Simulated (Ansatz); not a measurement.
C2H6F2Si2, singlet, at a GFN2-xTB geometry; Ansatz (an electronic-structure program) with SC-NEVPT2/STO-3G, CASSCF(4,3).

Ansatz was given this input:
Ansatz 0.2 input:
```yaml
crystal:
  periodic: [false, false, false]
  atoms:
    - {symbol: Si, position_ang: [3.02505317, -0.14798291, 0.26557912]}
    - {symbol: C, position_ang: [1.18375790, 0.23698483, 0.37947474]}
    - {symbol: C, position_ang: [0.19938734, -0.57854320, -0.00220884]}
    - {symbol: Si, position_ang: [-1.62433977, -0.17581776, 0.09629424]}
    - {symbol: F, position_ang: [-2.32641639, -0.46582442, -1.31431610]}
    - {symbol: F, position_ang: [-1.81951558, 1.40542671, 0.25268874]}
    - {symbol: H, position_ang: [3.58682956, -0.09897882, 1.61840525]}
    - {symbol: H, position_ang: [3.66719681, 0.86279478, -0.57706714]}
    - {symbol: H, position_ang: [3.20281458, -1.48274188, -0.30818371]}
    - {symbol: H, position_ang: [0.91093709, 1.20671982, 0.78109432]}
    - {symbol: H, position_ang: [0.46774506, -1.55032992, -0.40149691]}
    - {symbol: H, position_ang: [-2.43099455, -0.81132525, 1.11207219]}
basis:
  gaussian:
    orbitals: STO-3G
magnetization: {spin_polarized: false}
correlation: {method: sc_nevpt2, electrons: all, active_space: {window: {electrons: 4, orbitals: 3}}}
```

Question: Predict the main parts of the log of this Ansatz run.

Answer: 
```
Functional definition: HF
555 factors; integrals over basis functions are off by at most 3.4e-5 eV
mean field evaluation 1: about -23007.0913 eV, gradient 2.5e1 eV
mean field evaluation 2: about -23007.2104 eV, gradient 2.5e1 eV
mean field evaluation 4: about -23010.0690 eV, gradient 1.9e0 eV
mean field evaluation 8: about -23010.0862 eV, gradient 2.2e-2 eV
mean field -23010.08617768 eV, -845.6050702330 hartree, gradient 2.3e-6 eV, S^2 0.000000; 0 other end points of the search recorded, 0 dependent functions left out; unrestricted orbitals would lower it
reference -23010.08617768 eV, -845.6050702330 hartree; 32, 32 occupied and 12, 12 virtual orbitals, 555 factors
state -23011.26323121 eV, -845.6483261527 hartree
state -23011.26323121 eV, -845.6483261527 hartree; corrected -23016.56063370 eV, -845.8430021032 hartree
Total energy: -23016.56063370 eV, -845.8430021032 hartree
```
